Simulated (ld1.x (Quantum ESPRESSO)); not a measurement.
## Varying the TM potential for lanthanum

Base potential:

- Element: La (Z = 57)
- Generator: ld1.x (Quantum ESPRESSO) 7.5
- Type: norm-conserving Troullier–Martins (Kleinman–Bylander form)
- Functional: LDA (PZ)
- Relativity: scalar-relativistic
- Frozen core: [Xe]
- Valence charge: 3
- Reference configuration: 4f0 5d1 6s0 6p0 (charge +2)
- Partial waves: 6p (bound, empty): rc 3.65 bohr; 5d (bound): rc 3.80 bohr; 4f (bound, empty): rc 1.25 bohr; 6s (bound, empty): rc 3.10 bohr
- Local potential: the s channel
- Core correction: a·sin(br)/r model core inside 1.15 bohr

Cutoffs, loose and tight: the cutoffs (Ry, on a coarse ladder) from which the occupation-weighted sum of valence levels, in a spherical-Bessel basis at the reference potential, stays within 10 and 1 mRy of its value at 400 Ry. They do not see the model core or the augmentation charge, which bear on the density cutoff. Test errors are all-electron minus pseudo excitation energies from the reference, over the configurations 4f0 5d1 6s2 6p0; 4f0 5d1 6s1 6p0; 4f0 5d1 6s1.5 6p0; 4f0 5d1 6s0 6p1; 4f0 5d2 6s1 6p0; 4f1 5d1 6s0 6p0; 4f1 5d0 6s2 6p0 (two spin-polarised tests are not counted in the largest error). A dash means not determined; rows that change the core or the reference have their own tests. The largest error is taken over the tests solved by every variant that gives reliable tests at all: 4f0 5d1 6s0 6p1; 4f0 5d1 6s1 6p0; 4f0 5d1 6s1.5 6p0; 4f0 5d1 6s2 6p0; 4f0 5d2 6s1 6p0.

For the base: The cutoffs count occupied waves only; the empty 4f level needs 180 Ry at the loose tolerance.

A true bound ghost makes a file unfit for plane-wave use even where its test errors are small: the radial tests pick states by their node count and pass the ghost by. Where a test does run into it, the solver fails or the error is huge.

| change | outcome | cutoff, loose | cutoff, tight | bound ghosts | largest test error (meV) |
| --- | --- | --- | --- | --- | --- |
| base | generated | 10 Ry | 12 Ry | none | -114 |
| all radii but the core radius scaled by about 0.78 (s 2.42, p 2.86, d 2.98, f 0.98 bohr) | generated | 10 Ry | 15 Ry | p, s (extra level of the local part) | +132 |
| all radii but the core radius scaled by about 0.83 (s 2.56, p 3.02, d 3.14, f 1.04 bohr) | generated | 10 Ry | 15 Ry | p, s (extra level of the local part) | +70 |
| all radii but the core radius scaled by about 0.94 (s 2.92, p 3.44, d 3.58, f 1.18 bohr) | generated | 10 Ry | 12 Ry | none | -108 |
| all radii but the core radius scaled by about 1.10 (s 3.42, p 4.02, d 4.18, f 1.38 bohr) | generated | 8 Ry | 12 Ry | none | -116 |
| all radii but the core radius scaled by about 1.28 (s 3.96, p 4.66, d 4.84, f 1.60 bohr) | generated | 8 Ry | 10 Ry | none | -95 |
| all radii but the core radius scaled by about 1.35 (s 4.20, p 4.94, d 5.14, f 1.70 bohr) | generated | 8 Ry | 10 Ry | none | -82 |

(1) What comes out with this change to the base: all radii but the core radius scaled by about 1.21 (s 3.76, p 4.42, d 4.60, f 1.52 bohr)?

Results:

(1) outcome: generated; cutoff, loose: 8 Ry; cutoff, tight: 10 Ry; bound ghosts: none; largest test error (meV): -105.

Reading the sweep of the scale of all radii but the core radius (base = 1) (base included, trends over the rows without a ghost): The loose cutoff stays near 8 Ry. Bound ghosts are found at 0.78, 0.83.
